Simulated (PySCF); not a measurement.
## Frontier levels across methods

Compound: C7H5N.
Geometry (PBE0-D3(BJ)/def2-SVP, Å), atoms numbered from 1 in this order:
```xyz
13
C7H5N angstrom
C      3.9827   -0.0950   -0.2595
N      2.8065   -0.1140   -0.2541
C      1.4293   -0.1382   -0.2477
C      0.7588   -1.3667   -0.2186
C     -0.6322   -1.3845   -0.2123
C     -1.3517   -0.1898   -0.2348
C     -0.6771    1.0308   -0.2637
C      0.7135    1.0645   -0.2703
H      1.3382   -2.2911   -0.2016
H     -1.1580   -2.3416   -0.1898
H     -2.4436   -0.2100   -0.2297
H     -1.2382    1.9677   -0.2812
H      1.2581    2.0097   -0.2926
```

Basis pcSseg-1 throughout (PySCF), one geometry. Isolated species at its PBE0-D3(BJ)/def2-SVP geometry, gas phase.

Task: How do the orbital energies, the gap and the dipole change with the method?

Result: 
```tsv
method	kind	HOMO (eV)	LUMO (eV)	gap (eV)	μ (D)	SCF cycles
BLYP	GGA	-6.45	-2.10	4.35	3.99	16
B97-D	GGA	-6.56	-2.16	4.39	3.96	16
KT2	GGA	-6.62	-2.21	4.41	3.86	16
PBE0	global hybrid	-7.61	-1.39	6.22	3.91	14
BHandHLYP	global hybrid	-8.34	-0.31	8.03	3.76	13
CAM-B3LYP	range-separated hybrid	-8.76	-0.28	8.48	3.84	13
wB97X-D	range-separated hybrid	-9.33	0.32	9.65	3.83	13
LC-wPBE	range-separated hybrid	-10.07	0.69	10.75	3.82	13
```

The HOMO spans 3.62 eV, from BLYP down to LC-wPBE, and the gap runs from 4.35 eV (BLYP) to 10.75 eV (LC-wPBE). Over the methods BLYP (0 %), B97-D (0 %), KT2 (0 %), PBE0 (25 %), BHandHLYP (50 %), a straight line through the gap against the share of exact exchange rises by 0.73 eV for each 10 % (correlation coefficient 1.000). The dipole ranges from 3.76 D (BHandHLYP) to 3.99 D (BLYP). This basis has no diffuse functions.

The vertical ΔSCF ionisation energy at CAM-B3LYP/def2-SVPD is 9.51 eV; −ε(HOMO) comes closest to it with wB97X-D (9.33 eV).
